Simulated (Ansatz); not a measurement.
Reactions of F2H2OSi, SMILES `O[SiH](F)F`.

Program: Ansatz. Geometries: PBE0-D4/def2-TZVP. ΔE: electronic, gas phase. CBS: MP2 limit from def2 TZ/QZ plus the TZ coupled-cluster correction, frozen cores. This one scheme is used for every species, atoms too. Functionals use def2-TZVPP. No spin–orbit coupling; open shells (•) take unrestricted orbitals. Spin–orbit coupling would lower the free atoms: a little for F. For Ge, Se outer-core shells are correlated without core-valence functions, so the limit isn't a true one: a few kJ/mol of doubt a bond, and 10 to 20 or more in all where bonds break to atoms. Scalar relativity is left out up to krypton. Each species was taken in one conformer, which may not be the lowest.

```tsv
reaction	CCSD(T)/CBS(def2) (kcal/mol)
`O[SiH](F)F` + `O[SiH2]O` → `O[SiH2]O[SiH](F)F` + H₂O	-4.5
`O[SiH](F)F` → F• + `O[SiH]F`•	167.9
`O[SiH](F)F` + H₂ → `O[SiH2]F` + H–F	?
`O[SiH](F)F` → H–F + `O[Si]F`	?
`O[SiH](F)F` + `[SH][GeH3]` → `F[SiH](F)[S][GeH3]` + H₂O	11.4
`O[SiH](F)F` + `N[Si](O)(F)F` → `O[SiH](F)N[Si](O)(F)F` + H–F	?
`O[SiH](F)F` → `OF` + `F[SiH]`	216.9
`O[SiH](F)F` + H₂Se → `F[SiH](F)[SeH]` + H₂O	14.2
`O[SiH](F)F` → H• + `O[Si](F)F`•	105.7
`O[SiH](F)F` → `F[Si]F` + H₂O	63.3
```

(1) Fill in the missing values. (Estimate.)

Largest T1 diagnostic: 0.015, for `F[SiH]`.

Answers

(1) The calculation gave: `O[SiH](F)F` + H₂ → `O[SiH2]F` + H–F: +34.1 kcal/mol; `O[SiH](F)F` → H–F + `O[Si]F`: +71.3 kcal/mol; `O[SiH](F)F` + `N[Si](O)(F)F` → `O[SiH](F)N[Si](O)(F)F` + H–F: +18.3 kcal/mol.
